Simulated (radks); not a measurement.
Q: All-electron atom: Ta in [Xe] 4f14 5d2 6s1 6p2 (not the ground configuration). Method: Dirac Kohn-Sham, PBEsol, spin-unpolarised, spherical densities, finite nucleus; open shells fill j = l - 1/2 first; Fermi nuclear charge, rms radius 5.3507 fm; computed with a radial shooting solver on a logarithmic mesh with Libxc functionals. Some entries of the table are withheld. Estimate them.

orbital,occ.,eigenvalue (eV),<r^2> (bohr^2)
1s1/2,2,-67233.31,0.0004791
2s1/2,2,(1),0.007322
2p1/2,2,-11040.18,0.005235
2p3/2,4,-9770.789,0.006438
3s1/2,2,-2648.506,0.04790
3p1/2,2,-2422.008,0.04400
3p3/2,4,-2148.768,0.05063
3d3/2,4,-1765.129,0.03933
3d5/2,6,-1705.589,0.04116
4s1/2,2,-543.0825,0.2380
4p1/2,2,-449.6445,(2)
4p3/2,4,-386.6455,(3)
4d3/2,4,-232.8509,0.3098
4d5/2,6,-221.2774,0.3236
5s1/2,2,-77.1879,1.357
5p1/2,2,-49.9915,1.671
5p3/2,4,-41.1100,1.971
4f5/2,6,-30.1396,0.5091
4f7/2,8,-28.1554,0.5278
6s1/2,1,-7.4565,10.92
5d3/2,2,(4),4.849
5d5/2,0,(5),5.244
6p1/2,2,-3.1180,18.65
6p3/2,0,-2.4930,22.43

A: 
(1) 2s1/2 eigenvalue (eV): -11548.35
(2) 4p1/2 <r^2> (bohr^2): 0.2459
(3) 4p3/2 <r^2> (bohr^2): 0.2820
(4) 5d3/2 eigenvalue (eV): -7.1991
(5) 5d5/2 eigenvalue (eV): -6.5098
